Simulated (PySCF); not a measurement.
The vertical singlet excitations below were computed for one of the candidates. Theory: PySCF, TDDFT wB97X-D/def2-SVPD, vertical, gas phase, core orbitals frozen in the response. Geometries: GFN2-xTB, one conformer each.

| state | ν̃ (cm⁻¹) | f | main configurations (H = HOMO, L = LUMO) |
| --- | --- | --- | --- |
| S1 | 64940 | 0.0053 | H→L (65%), H→L+1 (13%), H→L+4 (11%) |
| S2 | 66340 | 0.026 | H→L+2 (55%), H→L+1 (30%) |
| S3 | 68610 | 0.067 | H-1→L (77%), H-1→L+2 (14%) |
| S4 | 70980 | 0.012 | H-1→L+2 (38%), H-1→L+1 (33%) |
| S5 | 71780 | 0.062 | H→L (25%), H→L+4 (21%), H→L+2 (20%) |
| S6 | 74780 | 0.0073 | H-2→L (72%), H-2→L+1 (12%) |
| S7 | 75360 | 0.0018 | H-1→L+4 (33%), H-1→L+2 (21%), H-1→L+3 (14%) |
| S8 | 77360 | 0.027 | H→L+1 (28%), H→L+3 (23%), H→L+4 (18%) |

Orbital energies (eV): HOMO-3 -13.11, HOMO-2 -12.30, HOMO-1 -11.17, HOMO -10.71, LUMO 1.74, LUMO+1 2.34, LUMO+2 2.76.

Question: Which structure fits?
A. `C=CC[SiH2]O/C=C/F`
B. `O([SiH2]CF)/C=C/F`
C. `COC[SiH2]O/C=C\F`
D. `C[P@](=O)(O)C(F)(F)F`

Answer: D. Its S1, at 8.05 eV, is the highest among the candidates; the nearest of the others has S1 at 6.24 eV. S1 is HOMO→LUMO (65%), HOMO→LUMO+1 (13%), HOMO→LUMO+4 (11%). Löwdin shares by element: HOMO oxygen 51% or more, carbon 19%, phosphorus 15%; LUMO oxygen 31% or more, hydrogen 14% or more, carbon 12% or more, phosphorus 11% (atoms not listed hold the other 32%). At the same level the other candidates give, for their lowest levels:
- `C=CC[SiH2]O/C=C/F`: 6.24 eV (f 0.003); 6.71 eV (f 0.451); 6.86 eV (f 0.248); 6.94 eV (f 0.041); 7.24 eV (f 0.046); T1 4.24 eV; HOMO -8.66, LUMO 1.58 eV
- `F/C=C/O[SiH2]CF`: 6.14 eV (f 0.001); 6.90 eV (f 0.418); 6.98 eV (f 0.031); 7.33 eV (f 0.003); 7.42 eV (f 0.032); T1 4.25 eV; HOMO -8.86, LUMO 1.48 eV
- `COC[SiH2]O/C=C\F`: 6.22 eV (f 0.015); 6.36 eV (f 0.012); 7.16 eV (f 0.074); 7.23 eV (f 0.147); 7.26 eV (f 0.115); T1 4.53 eV; HOMO -8.87, LUMO 1.87 eV

Conformer computed: `[CH3:1][P@:2](=[O:3])([OH:4])[C:5]([F:6])([F:7])[F:8]`: C1–P2–C5–F6 172°, H–O4–P2–C1 145°.
Triplets come from the Tamm–Dancoff approximation.
